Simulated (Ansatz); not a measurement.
A run on CHBrGaN with other settings.

```yaml
crystal:
  periodic: [false, false, false]
  atoms:
    - {symbol: Br, position_ang: [-1.984490, -1.206313, 0.135364]}
    - {symbol: Ga, position_ang: [-0.875280, -0.173311, 2.029188]}
    - {symbol: C, position_ang: [0.967846, 0.429316, -0.760704]}
    - {symbol: N, position_ang: [1.246408, 0.796425, 0.288899]}
    - {symbol: H, position_ang: [0.695315, 0.080182, -1.734147]}
basis:
  gaussian: {orbitals: "6-31G*"}
hamiltonian: {xc: {name: LC-wPBE}}
scf: {lower_state_search: off}
```

```sh
$ ansatz run in.yaml --threads 2 --pin off --events-out ev --progress --plain --max-ram 4352MiB
```

It prints (some lines left out):

```
Functional definition: LC-wPBE
1125 factors; their error is unknown
297 factors; integrals over basis functions are off by at most 1.9e-5 eV
mean field evaluation 1: about -124930.9922 eV, gradient 3.8e1 eV
mean field evaluation 2: about -124930.1193 eV, gradient 4.8e1 eV
mean field evaluation 4: about -124934.1268 eV, gradient 2.2e0 eV
mean field evaluation 8: about -124934.1338 eV, gradient 8.1e-2 eV
mean field evaluation 16: about -124934.1050 eV, gradient 3.1e-5 eV
mean field -124934.10504728 eV, -4591.2436771095 hartree, gradient 3.6e-6 eV, S^2 0.000000; 0 other end points of the search recorded, 0 dependent functions left out
reference -124934.10504728 eV, -4591.2436771097 hartree; 40, 40 occupied and 62, 62 virtual orbitals, 1125 factors
Total energy: -124934.10504728 eV, -4591.2436771097 hartree
Checks for a lower state left out: stability, starts, cluster_reference, orbital_swaps, neighbouring_geometries, increment
```

Hardware: 2 threads of an Intel Xeon on a shared host. Wall time 2.7 s, peak host memory 0.16 GiB.
